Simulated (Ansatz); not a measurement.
Consider the substitution at a C–C bond: `C/C=C(\C)CC` + `[NH2][AlH2]` → `CC[NH][AlH2]` + `C/C=C\C`.

Gas-phase electronic energies from Ansatz, PBE0-D4/def2-TZVP geometries. CCSD(T)/CBS adds triple-zeta CCSD(T) − MP2 to the extrapolated MP2 energy (def2 sets, frozen cores). This one scheme is used for every species. Double bonds are as drawn, so ΔE can hold a change between cis and trans. Functionals use def2-TZVPP. B3LYP here is the variant with VWN-RPA as its local correlation; programs differ in this. HSE06 is defined as in plane-wave codes. Each species was taken in one conformer, which may not be the lowest.

| level | ΔE (kJ/mol) | difference from CCSD(T)/CBS |
| --- | --- | --- |
| LDA (SPW92) | 43.4 | -1.8 |
| PBE-D4 | 39.8 | -5.4 |
| revPBE-D4 | 40.7 | -4.5 |
| BLYP-D4 | 37.3 | -7.9 |
| r2SCAN-D4 | 42.7 | -2.5 |
| B97M-V | 44.0 | -1.2 |
| PBE0-D4 | 42.0 | -3.2 |
| B3LYP-D4 | 39.0 | -6.2 |
| r2SCANh-D4 | 43.2 | -2.0 |
| r2SCAN0-D4 | 43.8 | -1.4 |
| HSE06-D4 | 41.6 | -3.6 |
| BHLYP-D4 | 39.9 | -5.3 |
| CAM-B3LYP-D4 | 39.9 | -5.3 |
| ωB97X-V | 41.4 | -3.8 |
| ωB97M-V | 43.3 | -1.9 |
| B2PLYP | 39.4 | -5.8 |
| PBE | 36.5 | -8.7 |
| revPBE | 33.2 | -12.0 |
| BLYP | 31.0 | -14.2 |
| r2SCAN | 41.4 | -3.8 |
| PBE0 | 39.0 | -6.2 |
| B3LYP | 34.1 | -11.1 |
| r2SCANh | 41.8 | -3.4 |
| r2SCAN0 | 42.4 | -2.8 |
| HSE06 | 38.8 | -6.4 |
| BHLYP | 36.5 | -8.7 |
| CAM-B3LYP | 36.9 | -8.3 |
| LC-ωPBE | 41.0 | -4.2 |
| RPA@PBE/def2-TZVPP | 40.3 | -4.9 |
| HF/def2-SVP | 26.6 | -18.6 |
| MP2/def2-SVP | 42.7 | -2.5 |
| CCSD/def2-SVP | 35.2 | -10.0 |
| CCSD(T)/def2-SVP | 36.4 | -8.8 |
| HF/def2-TZVPP | 33.0 | -12.2 |
| SCS-MP2/def2-TZVPP | 44.3 | -0.9 |
| CCSD/def2-TZVPP | 42.4 | -2.8 |
| HF/def2-QZVPP | 33.1 | -12.1 |
| MP2/def2-QZVPP | 50.4 | 5.2 |
| SCS-MP2/def2-QZVPP | 45.1 | -0.1 |
| MP2/CBS(def2) | 50.9 | 5.7 |
| CCSD(T)/CBS | 45.2 | 0 |

Largest T1 diagnostic among the species: 0.011.

From BLYP to BHLYP (50 % exact exchange), in def2-TZVPP and without D4, ΔE moves by +5.5 kJ/mol. At CCSD(T), def2-SVP lies −8.8 kJ/mol from the extrapolated value and def2-TZVPP −1.4 kJ/mol.
